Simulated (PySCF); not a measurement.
HgI₂, SMILES [I][Hg][I]. Atoms are numbered in the order given.

```xyz
3

Hg     0.0000     0.0000     0.0000
I      0.0000     0.0000    -2.6062
I      0.0000     0.0000     2.6062
```

Geometry optimised at PBE0-D3(BJ)/def2-SVP. The isomer is the one that the SMILES or the coordinates give; other isomers of the formula were not compared. The def2 effective core potentials stand for the cores of Hg, I; spin–orbit coupling is left out.

All values below come from TDA-ωB97X/def2-SVPD in PySCF.

Vertical excitations; the highest root listed may be one member of a degenerate set. Gas-phase values at a fixed geometry. State labels are in the subgroup D2h.

Question: List the lowest excited states. (Estimate from the structure and the level; the computed values follow.)

Answer: 
```tsv
state	symmetry	energy (eV)	λ (nm)	f	main pairs
S1	B3g	4.16	298	0.000	HOMO→LUMO (degenerate set)
S2	B2g	4.16	298	0.000	HOMO−1→LUMO (degenerate set)
S3	B2u	4.61	269	0.014	HOMO−3→LUMO (degenerate set)
S4	B3u	4.61	269	0.014	HOMO−2→LUMO (degenerate set)
S5	B1u	5.76	215	0.290	HOMO−4→LUMO 56 %, HOMO→LUMO+1 21 %, HOMO−1→LUMO+2 21 %
S6	Au	6.22	199	0.000	HOMO→LUMO+2, HOMO−1→LUMO+1 (degenerate set)
S7	Au	6.22	199	0.000	HOMO−1→LUMO+1, HOMO→LUMO+2 (degenerate set)
S8	B1u	6.22	199	0.000	HOMO−1→LUMO+2, HOMO→LUMO+1 (degenerate set)
S9	B1g	6.64	187	0.000	HOMO−3→LUMO+2 48 %, HOMO−2→LUMO+1 48 %
S10	B1g	6.67	186	0.000	HOMO−2→LUMO+1 48 %, HOMO−3→LUMO+2 48 %
T1	B3g	3.74	331	0	HOMO→LUMO (degenerate set)
T2	B2g	3.74	331	0	HOMO−1→LUMO (degenerate set)
T3	B2u	4.18	297	0	HOMO−3→LUMO (degenerate set)
T4	B3u	4.18	297	0	HOMO−2→LUMO (degenerate set)
```
Triplets are in the Tamm–Dancoff approximation.
